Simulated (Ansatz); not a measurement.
```yaml
crystal:
  periodic: [false, false, false]
  atoms:
    - {symbol: C, position_ang: [-0.861999, 1.276597, -0.061440]}
    - {symbol: C, position_ang: [-0.034899, 0.054907, -0.398588]}
    - {symbol: Al, position_ang: [1.789271, -0.564836, -0.599145]}
    - {symbol: Si, position_ang: [0.201610, -1.410728, 0.827450]}
    - {symbol: H, position_ang: [-1.966668, 1.114485, 0.013182]}
    - {symbol: H, position_ang: [-0.556450, 1.718788, 0.818929]}
    - {symbol: H, position_ang: [-0.776636, 2.009060, -0.904636]}
    - {symbol: H, position_ang: [-0.397545, -0.448767, -1.290533]}
    - {symbol: H, position_ang: [3.092672, -0.184732, -1.440033]}
    - {symbol: H, position_ang: [-0.759824, -2.587752, 0.816855]}
    - {symbol: H, position_ang: [0.397819, -0.917359, 2.278941]}
basis:
  gaussian: {orbitals: cc-pVDZ, fitting: {mean_field: cc-pVTZ-jkfit}}
hamiltonian: {xc: {name: PBEsol}, dispersion: d4}
accuracy: high
output: {forces: true}
```

```sh
$ ansatz run in.yaml --threads 2 --pin off --events-out ev --progress --plain --max-ram 4352MiB
```

Shortened log:

```
Functional definition: PBEsol
610 factors; integrals over basis functions are off by at most 4.4e-2 eV
mean field evaluation 1: about -16598.9211 eV, gradient 6.9e1 eV
mean field evaluation 2: about -16506.0744 eV, gradient 1.6e2 eV
mean field evaluation 4: about -16610.9735 eV, gradient 1.3e1 eV
mean field evaluation 8: about -16611.8204 eV, gradient 9.8e-2 eV
mean field evaluation 16: about -16611.8164 eV, gradient 1.9e-5 eV
mean field -16611.81643605 eV, -610.4729941313 hartree, gradient 3.7e-8 eV, S^2 0.000000; 0 other end points of the search recorded, 0 dependent functions left out
reference -16611.81644034 eV, -610.4729942888 hartree; 23, 23 occupied and 76, 76 virtual orbitals, 610 factors
Total energy: -16611.89394430 eV, -610.4758425070 hartree
Atom 0 at    -0.861999     1.276597    -0.061440 Å, force    -1.115841    -0.844088    -3.275069 eV/Å
Atom 1 at    -0.034899     0.054907    -0.398588 Å, force    -0.311754     0.587956     1.465805 eV/Å
Atom 2 at     1.789271    -0.564836    -0.599145 Å, force     0.798439     0.173306    -0.389992 eV/Å
Atom 3 at     0.201610    -1.410728     0.827450 Å, force    -0.273167    -0.442958     0.849673 eV/Å
Atom 4 at    -1.966668     1.114485     0.013182 Å, force     0.155807    -0.352918     0.105275 eV/Å
Atom 5 at    -0.556450     1.718788     0.818929 Å, force     1.002165     1.419886     2.598850 eV/Å
Atom 6 at    -0.776636     2.009060    -0.904636 Å, force     0.117695     0.152541     0.309620 eV/Å
Atom 7 at    -0.397545    -0.448767    -1.290533 Å, force    -0.480327    -0.608390    -1.208455 eV/Å
Atom 8 at     3.092672    -0.184732    -1.440033 Å, force     0.171322    -0.016051    -0.074347 eV/Å
Atom 9 at    -0.759824    -2.587752     0.816855 Å, force     0.014159     0.028827     0.034602 eV/Å
Atom 10 at     0.397819    -0.917359     2.278941 Å, force    -0.078497    -0.098112    -0.415962 eV/Å
Dipole moment:     0.019228     0.124693    -0.154282 e Å
```

Hardware: 2 threads of an Arm Neoverse V1 on a shared host. Wall time 4 s, peak host memory 0.16 GiB.
